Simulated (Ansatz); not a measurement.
One change: `[NH2][Ge][SH]` becomes `[F][Ge][SH]`.

Ansatz, PBE0-D4/def2-TZVP geometries, multiplicity 1. Each molecule was computed in one conformer, which needn't be the lowest.

Scalar relativity is left out up to krypton.

```
                               property  `[NH2][Ge][SH]`
  LUMO energy (ωB97M-V/def2-TZVPP) / eV             0.44
    HOMO–LUMO gap (PBE/def2-TZVPP) / eV             3.69
     LUMO energy (PBE0/def2-TZVPP) / eV            -1.48
  HOMO–LUMO gap (B3LYP/def2-TZVPP) / eV             5.08
HOMO–LUMO gap (ωB97M-V/def2-TZVPP) / eV             9.44
  HOMO energy (ωB97M-V/def2-TZVPP) / eV            -9.00
```

Q: Give the same properties after the change, and the shifts. (An estimate is asked.)

A: The calculation gave: 
| property | `[F][Ge][SH]` | shift |
| --- | --- | --- |
| LUMO energy (ωB97M-V/def2-TZVPP) / eV | -0.48 | -0.92 |
| HOMO–LUMO gap (PBE/def2-TZVPP) / eV | 3.34 | -0.35 |
| LUMO energy (PBE0/def2-TZVPP) / eV | -2.44 | -0.96 |
| HOMO–LUMO gap (B3LYP/def2-TZVPP) / eV | 4.77 | -0.31 |
| HOMO–LUMO gap (ωB97M-V/def2-TZVPP) / eV | 9.18 | -0.26 |
| HOMO energy (ωB97M-V/def2-TZVPP) / eV | -9.66 | -0.66 |

With PBE0 the HOMO falls by 0.68 eV and the LUMO falls by 0.96 eV, so the gap narrows by about 0.28 eV. PBE moves the HOMO by -0.60 eV and ωB97M-V by -0.66 eV. The zero-point energy changes by -62.5 kJ/mol with -6 modes.

B3LYP here is the variant with VWN-RPA as its local correlation; programs differ in this.
